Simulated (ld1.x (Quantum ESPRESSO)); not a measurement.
**What one change does to a pseudopotential (hydrogen, ultrasoft)**

```json
{"Element": "hydrogen", "Generator": "ld1.x (Quantum ESPRESSO) 7.5", "Type": "ultrasoft", "Functional": "LDA (PZ)", "Relativity": "scalar-relativistic", "Frozen core": "none", "Valence charge": "1", "Reference configuration": "1s1", "Partial waves": "1s (bound): rcut 1.35, rcutus 1.70 bohr; 1s channel at 1.5 Ry: rcut 1.35, rcutus 1.70 bohr; 2p channel at 0.4 Ry: rcut 1.10, rcutus 1.45 bohr", "Local potential": "all-electron potential smoothed inside 1.60 bohr (lloc = -1)", "Core correction": "none", "Augmentation charge": "PSQ, inside the norm-conserving radii"}
```

Change: waves 1s (bound): rcut 1.35, rcutus 1.82 bohr; 1s channel at 1.5 Ry: rcut 1.35, rcutus 1.82 bohr.

Cutoffs: the cutoffs (Ry, on a coarse ladder) from which the occupation-weighted sum of valence levels, in a spherical-Bessel basis at the reference potential, stays within 10 and 1 mRy of its value at 400 Ry; they do not see the model core or the augmentation charge, which bear on the density cutoff. Errors are all-electron minus pseudo energies relative to the spin-unpolarised reference configuration.

**Question.** How do hardness, ghosts and transferability respond?

**Answer.** The potential gets softer (8 Ry and 15 Ry → 8 Ry and 12 Ry); of the 3 tests that both files solve, the error grows in 1 and shrinks in 1 by more than 15 % and 0.3 meV (median size 4.6 → 4.0 meV); neither file shows a bound ghost. A larger radius leaves more room for a smooth pseudo-wave, so fewer plane waves are needed.

```csv
quantity,base,changed
"cutoff, loose",8 Ry,8 Ry
"cutoff, tight",15 Ry,12 Ry
bound ghosts,none,none
"error for 1s0.5, meV [ΔE 4.64 eV]",-4.6,+4.0
"error for 1s1 (spin-polarised), meV [ΔE -0.90 eV]",+6.5,-8.3
"error for 1s0.5 (spin-polarised), meV [ΔE 4.26 eV]",-2.1,-0.6
lowest overlap eigenvalue by channel,"s 0.79, p 0.97","s 0.60, p 0.97"
```
